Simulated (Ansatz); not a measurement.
Energy needed to pull apart BSnH$_{4}$F (SMILES F[BH][SnH3]), singlet, into free ground-state atoms, from the structure below (displaced at random from a GFN2-xTB minimum); no zero-point or spin–orbit terms; open-shell atoms are treated unrestricted, in their ground-state multiplicity.

```
atom    x (Å)    y (Å)    z (Å)
  F1  -0.0837  -2.2904  -0.3572
  B2  -0.4151  -1.2418   0.3755
 Sn3   0.1985   0.8262  -0.2126
  H4  -0.8984  -1.5293   1.4030
  H5  -0.5409   1.3297  -1.6061
  H6  -0.1929   1.9117   0.9199
  H7   1.8741   1.0344  -0.5193
```

Ansatz 0.2.0; basis: def2-TZVPP; cores frozen in the correlated methods. Filled d shells of the heavier atoms are correlated. Core potentials replace the inner electrons of the atoms past krypton. The def2 sets are not built for correlating such inner shells, so the correlated values are less sure here.

```json
{"method": "PBE-D4", "atomization energy (kcal/mol)": "485.2"}
{"method": "r2SCAN-D4", "atomization energy (kcal/mol)": "?"}
{"method": "PBE0-D4", "atomization energy (kcal/mol)": "479.5"}
{"method": "BHLYP-D4", "atomization energy (kcal/mol)": "473.9"}
{"method": "CAM-B3LYP-D4", "atomization energy (kcal/mol)": "489.0"}
{"method": "wB97M-V", "atomization energy (kcal/mol)": "485.8"}
{"method": "HF", "atomization energy (kcal/mol)": "361.6"}
{"method": "MP2", "atomization energy (kcal/mol)": "?"}
{"method": "CCSD", "atomization energy (kcal/mol)": "470.5"}
{"method": "CCSD(T)", "atomization energy (kcal/mol)": "476.3"}
```

(1) What does r2SCAN-D4 give? (Judge from chemistry; the value comes from the calculation.)

(2) What does MP2 give? (To be estimated.)

No T1 diagnostic of these runs exceeds 0.015.

Results:

(1) Computed: 485.6 kcal/mol, which is about 9.3 kcal/mol more than CCSD(T)/def2-TZVPP.

(2) Computed: 476.3 kcal/mol, which is about 0.1 kcal/mol less than CCSD(T)/def2-TZVPP.

In triple zeta the MP2 and coupled-cluster atomization energies are still short of their basis limit by a few kcal/mol a bond, whereas those of the functionals are nearly converged, so these differences are not deviations from converged CCSD(T).

For scale, one of the runs: CCSD(T)/def2-TZVPP forces, 168 basis functions (an equivalent command: `ansatz run in.yaml --threads 4`). Hardware: 4 CPU threads, shared host. Wall time 2.5 min; peak host memory 3 GiB.
